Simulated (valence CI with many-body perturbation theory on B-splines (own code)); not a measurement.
**E1 transitions of Ir XLV**

Calculated by configuration interaction combined with many-body perturbation theory (CI+MBPT): five valence electrons over a frozen Dirac-Fock core [Ar] 3d10, radial functions for each j: 11 s, 11 p, 10 d, 8 f, 5 g, 2 h, with the one-electron correlation potential Σ1, the two-electron term Σ2, the three-electron term Σ3, Breit, model QED; selected CI, second order for the rest, scaled by the run's own slope (own B-spline code, finite nucleus).

No measured spectrum was set against this ion. As an estimate, large intervals hold to a few tenths of a per cent, small ones and those within an open d or f shell to about a per cent. Among the levels kept, up to 2200 cm⁻¹ of a level comes from second order outside the variational space, and about a tenth of that is noise between levels of different J, which matters for small intervals.

Lines 1 to 50 of 557 in falling wavelength, among levels below 618.48 eV, chosen from the strongest by gf and those to the six lowest levels. Wavelengths and rates use the calculated energies. Electric multipoles are in the length gauge with retardation, E1 and E2 with the static RPA response of the core. Weak lines are less certain than strong ones. Lines between different terms over intervals too small for the method are left out, as are lines whose strength nearly cancels. Where a level lies close to another of its J and parity, the split of strength between their lines is uncertain. The highest levels of a list are the least certain.

Levels are named by their leading jj configuration (3d3/2^4 stands for four electrons in 3d with j = 3/2), which in mixed levels can hold well under half, so a name can repeat and another be missing. Letters in brackets count levels of one name in rising energy.

```tsv
λ vac (nm)	Upper	Lower	A (s⁻¹)	S (a.u.)
26.12	(4s^2 4p1/2^2 4d3/2) J=3/2	(4s^2 4p1/2 4p3/2^2) J=5/2	3.36e+07	1.18e-03
15.92	(4s^2 4p1/2^2 4d5/2) J=5/2	(4s^2 4p1/2 4p3/2^2) J=5/2	4.01e+08	4.79e-03
14.82	(4s^2 4p1/2^2 4d5/2) J=5/2	(4s^2 4p1/2 4p3/2^2) J=3/2	5.05e+08	4.86e-03
13.67	(4s 4p1/2^2 4d3/2 4d5/2) J=9/2	(4s^2 4p1/2 4d3/2 4d5/2) J=7/2 [b]	8.39e+09	1.06e-01
12.84	(4s 4p1/2^2 4p3/2 4d5/2) J=9/2	(4s^2 4p1/2 4p3/2 4d5/2) J=9/2	8.33e+09	8.70e-02
12.56	(4s 4p1/2^2 4p3/2 4f5/2) J=7/2 [a]	(4s^2 4p1/2 4p3/2 4f5/2) J=5/2 [b]	6.95e+09	5.44e-02
12.53	(4s 4p1/2^2 4p3/2 4d5/2) J=7/2 [a]	(4s^2 4p1/2 4p3/2 4d5/2) J=5/2 [b]	6.88e+09	5.34e-02
12.44	(4s 4p1/2^2 4p3/2 4d3/2) J=7/2	(4s^2 4p1/2 4p3/2 4d3/2) J=7/2	7.52e+09	5.71e-02
12.42	(4s 4p1/2^2 4p3/2 4f7/2) J=11/2	(4s^2 4p1/2 4p3/2 4f7/2) J=11/2	8.75e+09	9.94e-02
12.34	(4s 4p1/2^2 4d3/2^2) J=3/2	(4s^2 4p1/2 4d3/2^2) J=5/2	1.74e+10	6.44e-02
12.17	(4s 4p1/2^2 4p3/2^2) J=5/2	(4s^2 4p1/2 4p3/2^2) J=5/2	9.33e+09	4.99e-02
12.16	(4s^2 4p1/2 4p3/2 4f5/2) J=9/2	(4s^2 4p3/2^2 4d3/2) J=7/2	6.15e+09	5.46e-02
12.04	(4s 4p1/2^2 4p3/2 4d5/2) J=9/2	(4s^2 4p1/2 4p3/2 4d5/2) J=7/2 [a]	1.70e+10	1.46e-01
11.99	(4s 4p1/2 4p3/2^2 4d5/2) J=11/2	(4s^2 4p3/2^2 4d5/2) J=9/2	1.51e+10	1.54e-01
11.85	(4s 4p1/2^2 4p3/2 4f7/2) J=11/2	(4s^2 4p1/2 4p3/2 4f7/2) J=9/2 [b]	6.35e+09	6.26e-02
11.83	(4s 4p1/2^2 4p3/2 4d3/2) J=5/2 [a]	(4s^2 4p1/2 4p3/2 4d3/2) J=5/2 [a]	1.01e+10	4.93e-02
11.82	(4s 4p1/2^2 4d3/2 4d5/2) J=7/2 [a]	(4s^2 4p1/2 4d3/2 4d5/2) J=7/2 [a]	1.21e+10	7.92e-02
11.80	(4s 4p1/2 4p3/2^2 4d5/2) J=7/2 [e]	(4s^2 4p3/2^2 4d5/2) J=5/2 [b]	1.52e+10	9.89e-02
11.74	(4s 4p1/2^2 4d3/2^2) J=5/2	(4s^2 4p1/2 4d3/2^2) J=5/2	1.55e+10	7.42e-02
11.74	(4s 4p1/2^2 4p3/2 4f7/2) J=11/2	(4s^2 4p1/2 4p3/2 4f7/2) J=9/2 [a]	9.39e+09	8.99e-02
11.73	(4s 4p1/2^2 4p3/2 4d5/2) J=5/2 [a]	(4s^2 4p1/2 4p3/2 4d5/2) J=5/2 [a]	1.26e+10	6.02e-02
11.68	(4s 4p1/2^2 4d3/2 4d5/2) J=5/2 [a]	(4s^2 4p1/2 4d3/2 4d5/2) J=5/2 [a]	1.04e+10	4.91e-02
11.67	(4s 4p1/2^2 4p3/2 4f7/2) J=3/2	(4s^2 4p1/2 4p3/2 4f7/2) J=5/2 [b]	1.47e+10	4.61e-02
11.64	(4s 4p1/2^2 4p3/2 4d5/2) J=7/2 [b]	(4s^2 4p1/2 4p3/2 4d5/2) J=5/2 [b]	8.09e+09	5.03e-02
11.63	(4s 4p1/2^2 4d3/2 4d5/2) J=9/2	(4s^2 4p1/2 4d3/2 4d5/2) J=9/2	1.34e+10	1.04e-01
11.57	(4p1/2^2 4p3/2^3) J=3/2	(4s 4p1/2 4p3/2^3) J=3/2 [b]	1.49e+10	4.55e-02
11.52	(4s 4p1/2^2 4p3/2^2) J=5/2	(4s^2 4p1/2 4p3/2^2) J=3/2	1.44e+10	6.51e-02
11.51	(4s 4p1/2^2 4p3/2 4f7/2) J=9/2	(4s^2 4p1/2 4p3/2 4f7/2) J=7/2 [a]	1.18e+10	8.90e-02
11.51	(4s 4p1/2^2 4d5/2^2) J=9/2	(4s^2 4p1/2 4d5/2^2) J=7/2 [a]	9.61e+09	7.23e-02
11.50	(4s 4p1/2 4p3/2^2 4d5/2) J=7/2 [c]	(4s^2 4p3/2^2 4d5/2) J=5/2 [a]	9.51e+09	5.72e-02
11.47	(4s 4p1/2^2 4d5/2^2) J=5/2	(4s^2 4p1/2 4p3/2 4f7/2) J=5/2 [b]	1.03e+10	4.62e-02
11.40	(4s 4p1/2^2 4p3/2 4d5/2) J=5/2 [a]	(4s^2 4p1/2 4p3/2 4d5/2) J=3/2 [a]	1.62e+10	7.12e-02
11.39	(4s 4p1/2^2 4p3/2^2) J=1/2	(4s^2 4p1/2 4p3/2^2) J=1/2	3.17e+10	4.62e-02
11.39	(4s 4p1/2 4p3/2^2 4d5/2) J=9/2 [b]	(4s^2 4p3/2^2 4d5/2) J=7/2	1.33e+10	9.70e-02
11.34	(4s 4p1/2 4p3/2^3) J=5/2	(4s^2 4p3/2^3) J=3/2	1.68e+10	7.24e-02
11.33	(4s 4p1/2^2 4d5/2^2) J=5/2	(4s^2 4p1/2 4d5/2^2) J=3/2	1.31e+10	5.63e-02
11.24	(4s 4p1/2^2 4p3/2 4d5/2) J=3/2 [b]	(4s^2 4p1/2 4p3/2 4d5/2) J=3/2 [b]	1.81e+10	5.08e-02
11.22	(4s 4p1/2^2 4d3/2 4d5/2) J=7/2 [b]	(4s^2 4p1/2 4d3/2 4d5/2) J=9/2	2.42e+10	1.35e-01
11.19	(4s 4p1/2^2 4p3/2 4d5/2) J=3/2 [a]	(4s^2 4p1/2 4p3/2 4d5/2) J=5/2 [a]	2.45e+10	6.77e-02
11.07	(4s 4p1/2^2 4p3/2 4f7/2) J=7/2 [a]	(4s 4p1/2 4p3/2^2 4d3/2) J=9/2	1.16e+10	6.24e-02
11.05	(4s 4p1/2 4p3/2^2 4d5/2) J=5/2 [d]	(4s^2 4p3/2^2 4d5/2) J=5/2 [a]	1.31e+10	5.25e-02
10.96	(4s 4p1/2^2 4p3/2 4d5/2) J=7/2 [a]	(4s^2 4p1/2 4p3/2 4d5/2) J=9/2	1.23e+10	6.41e-02
10.92	(4s 4p1/2 4p3/2^2 4d5/2) J=3/2 [d]	(4s^2 4p3/2^2 4d5/2) J=3/2	1.83e+10	4.71e-02
10.81	(4s 4p1/2 4p3/2^2 4d5/2) J=5/2 [f]	(4s^2 4p3/2^2 4d5/2) J=5/2 [b]	1.76e+10	6.57e-02
10.80	(4p1/2 4p3/2^4) J=1/2	(4s 4p3/2^4) J=1/2	3.68e+10	4.57e-02
10.77	(4s 4p1/2 4p3/2^2 4d5/2) J=3/2 [c]	(4s^2 4p3/2^2 4d5/2) J=5/2 [a]	1.86e+10	4.58e-02
10.77	(4s 4p1/2^2 4p3/2 4d5/2) J=5/2 [b]	(4s^2 4p1/2 4p3/2 4d5/2) J=7/2 [b]	3.15e+10	1.16e-01
10.66	(4s 4p1/2^2 4p3/2 4f7/2) J=7/2 [b]	(4s^2 4p1/2 4p3/2 4f7/2) J=9/2 [b]	9.61e+09	4.60e-02
10.63	(4s 4p1/2 4p3/2^2 4d5/2) J=7/2 [b]	(4s^2 4p3/2^2 4d5/2) J=7/2	1.37e+10	6.51e-02
10.63	(4s 4p1/2 4p3/2^2 4d3/2) J=7/2 [b]	(4s^2 4p3/2^2 4d3/2) J=7/2	9.40e+09	4.46e-02
```
